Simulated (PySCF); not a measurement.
## Structure from 2D NMR

Compound of formula C₄H₁₁F₃OSi₂. Correlations simulated from computed shifts and the bond graph:

HSQC (one-bond C–H):
| δH | δC |
| --- | --- |
| 3.55 | 72.2 |
| 3.52 | 59.8 |

HMBC (two and three bonds, from the bond graph):
| δH | δC |
| --- | --- |
| 3.99 | 140.2, 72.2, 28.4 |
| 3.55 | 140.2, 59.8, 28.4 |
| 3.52 | 72.2 |

Carbons without hydrogens: δ 140.2, 28.4.

[PySCF 2.14.0 with density-fitted response routines: shielding tensors at PBE0/pcSseg-1 (GIAO); structure optimised with GFN2-xTB; one conformer; no relativistic terms; no solvent; one averaged value for each set of equivalent atoms]

References, each an isolated molecule treated in the same way: ¹H (31.72 ppm), ¹³C (186.93 ppm) against TMS.

Exchangeable hydrogens are left out of these lists.

**Question.** Which molecule is this?

**Answer.** SMILES COCC([SiH3])([SiH3])C(F)(F)F.

Structure with atom numbers: `[CH3:1][O:2][CH2:3][C:4]([SiH3:5])([SiH3:6])[C:7]([F:8])([F:9])[F:10]` (H(Xn): hydrogen on atom n).

- δC 140.2 is C7, a CF3 carbon.
- δC 72.2 is C3, an sp3 CH2 bonded to O (δH 3.55).
- δC 59.8 is C1, a methyl carbon bonded to O (δH 3.52).
- δC 28.4 is C4, a fully substituted sp3 carbon bonded to 2 Si.
- HMBC from δH 3.99 reaches the proton-free carbons C7, C4.
- HMBC from δH 3.55 reaches the proton-free carbons C7, C4.

The data come from this structure; uniqueness wasn't tested.

Shifts are as computed. Against solution values, carbons near 30 ppm lie about +3 ppm off and those near 130 ppm about +5 ppm. Of 1211 compounds with measured shifts, 218 miss one by over three times the rms of a fit or turn the order of signals round; such compounds aren't used in these exercises.
